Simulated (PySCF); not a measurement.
Co(OH)3 (CoH3O3), SMILES [OH][Co]([OH])[OH] (connectivity only; charge and spin as stated), neutral, multiplicity 5. Coordinates come from a PBE0-D3(BJ)/def2-SVP optimisation. The multiplicity is an assumed one; other spin states were not compared. One conformer was computed; it need not be the lowest.

The numbers are results of PBE0-D3(BJ)/def2-SVP (PySCF 2.14.0), not measurements.

Harmonic wavenumbers (cm⁻¹): 102, 136, 177, 197, 253, 371, 420, 509, 634, 658, 722, 748, 3895, 3921, 3940. Rotational constants (GHz): 6.160, 5.968, 3.031; symmetry number 1.

**Question.** Work out the zero-point energy and the ideal-gas rigid-rotor harmonic-oscillator thermochemistry at 298.15 K and 1 atm.

**Answer.** ZPE = ½ Σ hcν = ½ × 16683 cm⁻¹ = 99.79 kJ/mol. H − E(el) = 121.15 kJ/mol. Entropy in J/(mol K): translation 167.36, rotation 106.57, vibration 68.60, spin 13.38, total 355.91. G − E(el) = 15.04 kJ/mol. Cp = 104.08 J/(mol K). Modes under 150 cm⁻¹ make the vibrational entropy uncertain.
